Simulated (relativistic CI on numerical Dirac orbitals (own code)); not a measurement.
# What each ingredient does to the levels of Re

Base calculation: Dirac-Coulomb-Breit CI, separate exchange-only KLI orbitals for each configuration, model QED, valence Slater integrals scaled by 0.85, P86 correlation energy added to each configuration.

CI space (outside the closed core [Xe] 4f14): 5d5 6s2, 5d6 6s, 5d5 6s 6p, 5d6 6p, 5d5 6s 6d, 5d7, 5d4 6s2 6p, 5d4 6s2 5f, 5d6 5f, 5d5 6s 7s, 5d6 7s. Double excitations out of closed p, d and f shells are left out; levels of such configurations are missing from the list, as are those of other unlisted configurations, and high levels can miss mixing partners.

The lowest level and the first level of each name with at least 55 % of one term (blank where a level has no safe partner in the second run):

```
            Level  Base (cm⁻¹)  Shift (cm⁻¹)
   5d5 6s2 6S_5/2          0.0           0.0
    5d6 6s 6D_9/2       7563.0         +65.9
5d5 6s 6p 8P°_5/2       9074.4          -9.1
    5d6 6s 6D_7/2       9679.5        +147.4
    5d6 6s 6D_5/2      10114.6         +72.2
5d5 6s 6p 8P°_7/2      10731.5          +5.8
    5d6 6s 6D_3/2      11004.1        +138.9
    5d6 6s 6D_1/2      11568.2        +171.5
5d5 6s 6p 8P°_9/2      13372.5         +61.2
   5d5 6s2 4G_5/2      14805.9         +17.6
  5d5 6s2 4G_11/2      16031.8         +47.6
   5d5 6s2 4G_9/2      16311.5         +63.1
   5d5 6s2 4D_1/2      18789.3        +169.6
5d5 6s 6p 6P°_7/2      20873.4         +36.5
5d5 6s 6p 6P°_5/2      20913.2         +15.1
5d5 6s 6p 6P°_3/2      21190.4         +17.1
   5d6 6s 4H_13/2      23416.2        +147.4
    5d6 6s 4H_9/2      24478.8        +165.4
  5d5 6s2 2I_13/2      26260.2        +122.3
    5d6 6s 4D_1/2      28626.3        +177.9
5d5 6s 6p 6G°_3/2      29667.5
```

Correlation outside the listed configurations is missing or only estimated: errors of thousands of cm⁻¹ between configurations and terms are usual at this charge. Rates and lifetimes follow the computed energies and can be off by large factors. The fine structure of a lone outer electron comes out too small, for d and f at times inverted, and misplaced configurations move strength between like terms. 11 of the 15 excited levels that our extract of the measured tables holds in this range could be paired (the sources list more); they are missed by 6017 cm⁻¹ on average and 10378 at most, and levels without a partner can miss by more. Some levels of the ground configuration have no partner and can miss by 10 % or more.

Task: One thing was changed in a second run, which moved the levels as shown. Which?
A. no correlation estimate
B. configuration mixing switched off
C. self-excluded LDA correlation estimate
D. Breit term removed
E. one mean potential for all configurations
F. QED terms removed

Result: D. Breit term removed. The Breit term mainly narrows fine-structure intervals, so removing it widens them.

LS names give the leading component of a level, which can be under half, so a name can repeat, a term be missing and a line seem to break the LS rules.
